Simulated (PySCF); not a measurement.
**SMILES O=COC1=COCOCC1, C6H8O4**

Molfile (atoms numbered from 1):
```
C6H8O4
     RDKit          3D

 18 18  0  0  0  0  0  0  0  0999 V2000
    2.5045   -0.0033   -1.7019 O   0  0  0  0  0  0  0  0  0  0  0  0
    2.8695   -0.1924   -0.5808 C   0  0  0  0  0  0  0  0  0  0  0  0
    2.1326   -0.1834    0.5214 O   0  0  0  0  0  0  0  0  0  0  0  0
    0.7482    0.0400    0.4085 C   0  0  0  0  0  0  0  0  0  0  0  0
    0.2285    0.9517    1.2293 C   0  0  0  0  0  0  0  0  0  0  0  0
   -1.0669    1.3582    1.2838 O   0  0  0  0  0  0  0  0  0  0  0  0
   -1.8121    1.2118    0.0986 C   0  0  0  0  0  0  0  0  0  0  0  0
   -2.3300   -0.0547   -0.1321 O   0  0  0  0  0  0  0  0  0  0  0  0
   -1.4164   -1.1345   -0.0138 C   0  0  0  0  0  0  0  0  0  0  0  0
   -0.0088   -0.8519   -0.5405 C   0  0  0  0  0  0  0  0  0  0  0  0
    3.9125   -0.4060   -0.2914 H   0  0  0  0  0  0  0  0  0  0  0  0
    0.8465    1.4686    1.9498 H   0  0  0  0  0  0  0  0  0  0  0  0
   -2.6812    1.8688    0.2024 H   0  0  0  0  0  0  0  0  0  0  0  0
   -1.1902    1.5508   -0.7500 H   0  0  0  0  0  0  0  0  0  0  0  0
   -1.8782   -1.9454   -0.5818 H   0  0  0  0  0  0  0  0  0  0  0  0
   -1.3483   -1.4360    1.0417 H   0  0  0  0  0  0  0  0  0  0  0  0
   -0.0444   -0.4329   -1.5498 H   0  0  0  0  0  0  0  0  0  0  0  0
    0.5256   -1.8029   -0.6050 H   0  0  0  0  0  0  0  0  0  0  0  0
  1  2  2  0
  2  3  1  0
  3  4  1  0
  4  5  2  0
  5  6  1  0
  6  7  1  0
  7  8  1  0
  8  9  1  0
  9 10  1  0
 10  4  1  0
  2 11  1  0
  5 12  1  0
  7 13  1  0
  7 14  1  0
  9 15  1  0
  9 16  1  0
 10 17  1  0
 10 18  1  0
M  END
```

Method used: GIAO B3LYP/pcSseg-1 magnetisability, rotational g tensor and spin-rotation constants, non-relativistic, gas phase (PySCF). Geometry: GFN2-xTB.

Q: How diamagnetic is it, and how anisotropic?

A: Isotropic -1171 × 10⁻³⁰ J/T², or -70.5 × 10⁻⁶ cm³/mol; principal values -1288, -1164, -1062 × 10⁻³⁰ J/T², anisotropy 196 × 10⁻³⁰ J/T² (root of half the summed squared differences of the principal values). The susceptibility is in cgs units.

Q: Split it along the inertial axes a, b, c into diamagnetic and paramagnetic parts about the centre of mass, with the quadrupole moment.

A: 
| axis | χ (10⁻⁶ cm³/mol) | diamagnetic (10⁻⁶ cm³/mol) | paramagnetic (10⁻⁶ cm³/mol) | summed x² of all electrons (Å²) | quadrupole Θ (D Å) |
| --- | --- | --- | --- | --- | --- |
| a | -69.6 | -557.5 | 487.8 | 277.5 | -3.20 |
| b | -71.5 | -1361.3 | 1289.8 | 88.1 | +2.60 |
| c | -70.4 | -1551.0 | 1480.6 | 43.3 | +0.61 |

Anisotropies 2χaa − χbb − χcc = +2.7 and 2χbb − χaa − χcc = -3.0 × 10⁻⁶ cm³/mol. Θ is traceless in Buckingham's convention.

Q: And the rotational g tensor?

A: 
```csv
axis,rotational constant (GHz),g,nuclear part,electronic part
a,2.7037,-0.0424,0.5773,-0.6197
b,0.9163,-0.0150,0.5402,-0.5553
c,0.7970,-0.0130,0.5414,-0.5544
```
Asymmetric top; isotopes 12C, 1H, 16O; no vibrational averaging.
